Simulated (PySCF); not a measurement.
C₄H₁₄NPSi₂.
SMILES with atom numbers: `[PH2:1][Si@H:2]1[CH2:3][CH2:4][CH2:5][CH2:6][NH:7][SiH2:8]1`

NICS is the negative of the GIAO shielding at a point without a nucleus: at the ring centre (0) and 1 Å above and below it (1); zz is the component along the ring normal. Level: GIAO PBE0/pcSseg-1 (PySCF, non-relativistic, gas phase) on the GFN2-xTB geometry, one conformer.

Ring bond lengths (Å), with Mayer bond orders in brackets: Si2–C3 1.925 (0.87), C3–C4 1.530 (1.03), C4–C5 1.529 (1.04), C5–C6 1.534 (1.03), C6–N7 1.442 (0.96), N7–Si8 1.715 (1.00), Si8–Si2 2.325 (0.90).

Question: Give the NICS values of each ring in ppm.

Answer: 
```tsv
ring	type	NICS(0)	NICS(1), two faces	NICS(1)zz, two faces	rms pucker (Å)	centre to ring atoms, mean (Å)
Si2–C3–C4–C5–C6–N7–Si8	7-membered ring with N and 2 Si; formal bonds all single	-2.3	-3.3 / -4.8	2.2 / 1.0	0.45	1.80
```

Question: What do they say, and how far can they be read as aromaticity?

Answer: 
- Si2–C3–C4–C5–C6–N7–Si8: mean NICS(1)zz 1.6 ppm, near zero. Si2, C3, C4, C5, C6, Si8 have four or more neighbours, so the value isn't read as a sign of a π ring current.

Question: What field does 1 T along the ring normal induce along that normal at the first NICS(1) probe listed for ring Si2–C3–C4–C5–C6–N7–Si8, 1 Å off the ring?

Answer: NICSzz × B0 = 2.2 ppm × 1 T = 2 μT, along the applied field.

Question: How shielded are the nuclei of the rings and their hydrogens (means over atoms taken as equivalent)?

Answer: 
```
   atoms                   environment  σ isotropic (ppm)  principal values of the symmetric part, first atom (ppm)
     Si2                   SiH silicon              405.1                                       368.6, 398.5, 448.0
      C3   sp3 carbon bound to silicon              172.9                                       159.7, 173.9, 185.0
      C4               ring CH2 carbon              162.3                                       151.8, 157.8, 177.4
      C5               ring CH2 carbon              146.2                                       134.6, 148.8, 155.3
      C6  sp3 carbon bound to nitrogen              139.8                                       118.9, 134.3, 166.2
      N7        silicon-bound nitrogen              259.1                                       216.1, 239.4, 321.9
     Si8                  SiH2 silicon              395.1                                       341.7, 373.7, 470.0
H on Si2                 Si–H hydrogen              27.01                                          23.0, 25.2, 32.8
 H on C3            methylene hydrogen              30.13                                          24.6, 28.8, 37.0
 H on C3            methylene hydrogen              31.34                                          27.2, 30.6, 36.3
 H on C4            methylene hydrogen              29.86                                          23.5, 28.2, 37.9
 H on C4            methylene hydrogen              29.78                                          26.9, 28.4, 34.0
 H on C5            methylene hydrogen              30.21                                          25.3, 28.2, 37.1
 H on C5            methylene hydrogen              30.40                                          26.2, 28.1, 36.9
```

The list is cut; further classes of hydrogen are left out.
